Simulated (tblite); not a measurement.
Species: C₄H₅NO₂.
Numbering: `[CH2:1]=[N:2]/[CH:3]=[CH:4]\[C:5](=[O:6])[OH:7]` (hydrogens: H8, H9 on C1; H10 on C3; H11 on C4; H12 on O7)

Computed with GFN2-xTB (tblite), gas phase: Langevin dynamics at 600 K from the optimised GFN2-xTB geometry, time step 0.5 fs, friction 0.01 fs⁻¹, 2000 steps.

Start geometry:
```
atom  x, y, z in Å
C1      2.050   -0.785   -0.007
N2      1.502    0.146   -0.631
C3      0.642    1.117   -0.290
C4     -0.677    0.968   -0.045
C5     -1.332   -0.322    0.093
O6     -0.814   -1.417    0.074
O7     -2.664   -0.179    0.276
H8      1.972   -0.933    1.069
H9      2.657   -1.485   -0.564
H10     1.054    2.114   -0.408
H11    -1.317    1.830    0.034
H12    -3.071   -1.053    0.373
```

The statistics below take the 31 frames saved every 25 fs from 250 to 1000 fs; their kinetic temperature (all 3N coordinates) averages 586 K.

**Question.** Give the mean, spread and extremes of the bond lengths.

**Answer.** 
```
  bond  start (Å)  mean (Å)  standard deviation (Å)  shortest (Å)  longest (Å)
 C1=N2      1.248     1.252                   0.029         1.196        1.327
 N2–C3      1.341     1.346                   0.039         1.262        1.427
 C3=C4      1.350     1.352                   0.037         1.268        1.407
 C4–C5      1.453     1.464                   0.045         1.371        1.579
 C5=O6      1.211     1.215                   0.029         1.159        1.289
 C5–O7      1.352     1.364                   0.048         1.265        1.490
 C1–H8      1.089     1.102                   0.050         1.009        1.193
 C1–H9      1.081     1.092                   0.041         1.020        1.194
C3–H10      1.085     1.091                   0.029         1.034        1.153
C4–H11      1.077     1.094                   0.036         1.042        1.182
O7–H12      0.969     0.981                   0.032         0.924        1.061
```

**Question.** Follow the torsions C1–N2–C3–C4 and C3–C4–C5–O6 through every second one of these frames.

**Answer.** 
```json
{"t (fs)": "250", "C1–N2–C3–C4 (°)": "-104", "C3–C4–C5–O6 (°)": "-6"}
{"t (fs)": "300", "C1–N2–C3–C4 (°)": "-88", "C3–C4–C5–O6 (°)": "0"}
{"t (fs)": "350", "C1–N2–C3–C4 (°)": "-98", "C3–C4–C5–O6 (°)": "28"}
{"t (fs)": "400", "C1–N2–C3–C4 (°)": "-59", "C3–C4–C5–O6 (°)": "30"}
{"t (fs)": "450", "C1–N2–C3–C4 (°)": "-67", "C3–C4–C5–O6 (°)": "14"}
{"t (fs)": "500", "C1–N2–C3–C4 (°)": "-72", "C3–C4–C5–O6 (°)": "17"}
{"t (fs)": "550", "C1–N2–C3–C4 (°)": "-130", "C3–C4–C5–O6 (°)": "-5"}
{"t (fs)": "600", "C1–N2–C3–C4 (°)": "-103", "C3–C4–C5–O6 (°)": "3"}
{"t (fs)": "650", "C1–N2–C3–C4 (°)": "-51", "C3–C4–C5–O6 (°)": "9"}
{"t (fs)": "700", "C1–N2–C3–C4 (°)": "-80", "C3–C4–C5–O6 (°)": "8"}
{"t (fs)": "750", "C1–N2–C3–C4 (°)": "-48", "C3–C4–C5–O6 (°)": "21"}
{"t (fs)": "800", "C1–N2–C3–C4 (°)": "-75", "C3–C4–C5–O6 (°)": "36"}
{"t (fs)": "850", "C1–N2–C3–C4 (°)": "-65", "C3–C4–C5–O6 (°)": "28"}
{"t (fs)": "900", "C1–N2–C3–C4 (°)": "-46", "C3–C4–C5–O6 (°)": "12"}
{"t (fs)": "950", "C1–N2–C3–C4 (°)": "-97", "C3–C4–C5–O6 (°)": "-16"}
{"t (fs)": "1000", "C1–N2–C3–C4 (°)": "-84", "C3–C4–C5–O6 (°)": "-13"}
```

Largest departure from the start value over all these frames: C1–N2–C3–C4 56° (start -74°), C3–C4–C5–O6 50° (start 4°).

The run is classical and short, so these are rough statistics of one trajectory.

The cost below is that of the whole dynamics run. The run took 8.5 s of wall time on an Arm Neoverse V1 with one thread (shared host), and the process peaked at 0.18 GiB of memory.
